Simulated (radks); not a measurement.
Problem. These are the eigenvalues of the occupied orbitals of an atom or ion with whole-number occupations (eV). All-electron calculation, non-relativistic Kohn-Sham, PBE, spin-unpolarised, spherical densities, point nucleus. Program: a radial shooting solver on a logarithmic mesh with Libxc functionals.

1s: -21391.93
2s: -3071.949
2p: -2846.646
3s: -588.2825
3p: -499.9299
3d: -337.5305
4s: -128.5176
4p: -101.3785
4d: -57.6634
5p: -33.7122

Which element is it, and in what charge state? The configuration may be excited.

Solution. Z = 44, ruthenium, charge +4: Ru4+ in [Kr] 4d3 5p1. The list shows which subshells hold electrons but not how many an open one holds; the 1s level, -786.14 hartree, gives Z - s = 39.7 by -(Z - s)^2/2, which with screening narrows Z to a few neighbours, and the depths of the outer levels then fix element, charge and occupations together.
